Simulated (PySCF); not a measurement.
Computed shifts of a molecule CH11N3Si2, PBE0/pcSseg-1 (PySCF), GIAO, gas phase, atoms alike by connectivity averaged where their shifts nearly agree, in ppm (number of nuclei): ¹⁵N: 24.5 (1), 2.6 (1), -0.8 (1). ¹³C: 38.0 (1). ²⁹Si: -30.0 (1), -57.1 (1). ¹H: 5.07 (1), 5.04 (1), 4.76 (1), 2.59 (1), 2.13 (1), 0.83 (1), 0.80 (1), 0.67 (1), 0.38 (1), 0.36 (1), 0.18 (1). References: ¹⁵N against NH3 (σ = 267.4 ppm); ¹³C against TMS (σ = 186.3 ppm); ²⁹Si against TMS (σ = 352.7 ppm); ¹H against TMS (σ = 31.56 ppm), references at their B3LYP-D3(BJ)/def2-TZVP geometries, non-relativistic. Geometry: ωB97X-D3(BJ)/def2-SVP. Other conformers were not sampled.

Question: Which structure fits?
(A) C[Si@H](N)[SiH](N)N
(B) NC[Si@H](N)N[SiH3]
(C) NC[Si@H](N)[SiH2]N
(D) N[SiH2]C[SiH](N)N

Answer: C, NC[Si@H](N)[SiH2]N
